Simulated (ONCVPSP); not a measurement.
## What one change does to a pseudopotential (Ge, ONCV)

- Element: Ge
- Generator: ONCVPSP 4.0.1
- Type: optimised norm-conserving Vanderbilt (ONCV)
- Functional: LDA (Perdew-Wang 92)
- Relativity: scalar-relativistic
- Frozen core: [Ne]
- Valence charge: 22
- Reference configuration: 3s2 3p6 3d10 4s2 4p2
- Partial waves: 3s+4s: rc 0.90 bohr, ncon 3, nbas 8, qcut 12.3 1/bohr, 2 projectors; 3p+4p: rc 1.20 bohr, ncon 4, nbas 8, qcut 10.5 1/bohr, 3 projectors, debl 3.5 Ha; 3d: rc 1.00 bohr, ncon 3, nbas 8, qcut 12.5 1/bohr, 2 projectors, debl 2.2 Ha
- Local potential: polynomial inside 0.85 bohr (lpopt 5, dvloc0 3 Ha)
- Core correction: Teter function fitted to the true core (icmod 2), fcfact 0.25

Change: all radii but the core radius scaled by about 1.30 (s 1.18, p 1.56, d 1.30 bohr); local potential polynomial inside 1.10 bohr (lpopt 5, dvloc0 3 Ha).

Cutoffs: the cutoffs (Ha) at which the residual kinetic energy of the hardest occupied pseudo-wave falls to 1 and 0.1 mHa per electron; they do not see the model core or the augmentation charge, which bear on the density cutoff. Errors are all-electron minus pseudo energies relative to the spin-unpolarised reference configuration.

Problem. What does the change do?

Solution. The potential gets softer (76 Ha and 261 Ha → 62 Ha and 68 Ha); of the 4 tests that both files solve, the error grows in 4 and shrinks in 0 by more than 15 % and 0.3 meV (median size 1.3 → 3.5 meV); neither file shows a bound ghost. A larger radius leaves more room for a smooth pseudo-wave, so fewer plane waves are needed. More of the atom is replaced by a form fitted at one configuration, so other configurations suffer.

```tsv
quantity	base	changed
cutoff, loose	76 Ha	62 Ha
cutoff, tight	261 Ha	68 Ha
loose cutoff by channel	s 59 Ha, p 46 Ha, d 76 Ha	s 42 Ha, p 38 Ha, d 62 Ha
bound ghosts	none	none
GHOST(+) flags under 300 eV	none	none
error for 3s2 3p6 3d10 4s2 4p1, meV [ΔE 7.63 eV]	-0.2	-0.9
error for 3s2 3p6 3d10 4s2 4p0, meV [ΔE 23.34 eV]	-0.8	-2.8
error for 3s2 3p6 3d10 4s1 4p0, meV [ΔE 58.56 eV]	-3.1	-7.6
error for 3s2 3p6 3d10 4s0 4p4, meV [ΔE 16.36 eV]	-1.8	-4.3
rms error of d²Exc/dni dnj with the model core, mHa	1.07	1.16
```
